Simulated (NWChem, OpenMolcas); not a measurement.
**CH3Cl3Si (methyltrichlorosilane): the dipole moment, rung by rung**

CH3Cl3Si: 8 atoms, total charge 0, spin state singlet. SMILES: `C[Si](Cl)(Cl)Cl`. The shape is that of a PBE0-D4/def2-TZVP optimisation.

```xyz
8

C    -0.7289   -0.2796    0.6861
Si    0.5689    0.1979   -0.5287
Cl    2.3604   -0.6400   -0.0336
Cl    0.0659   -0.4295   -2.4022
Cl    0.8012    2.2230   -0.5738
H    -0.8445   -1.3652    0.7008
H    -0.4483    0.0611    1.6848
H    -1.6826    0.1752    0.4108
```

Quantity: the dipole moment, in D. The values are calculated.

```tsv
level	kind	program	value (D)
HF/cc-pVDZ	Hartree–Fock	NWChem	2.30
SVWN5/cc-pVDZ	LDA	OpenMolcas	2.16
BLYP/cc-pVDZ	GGA	OpenMolcas	2.05
revPBE/cc-pVDZ	GGA	NWChem	2.10
M06-L/cc-pVDZ	meta-GGA	OpenMolcas	2.26
TPSS/cc-pVDZ	meta-GGA	OpenMolcas	2.11
B3LYP/cc-pVDZ	global hybrid	OpenMolcas	2.13
M06-2X/cc-pVDZ	hybrid meta-GGA	NWChem	2.20
```

The values span 2.05 to 2.30 D.
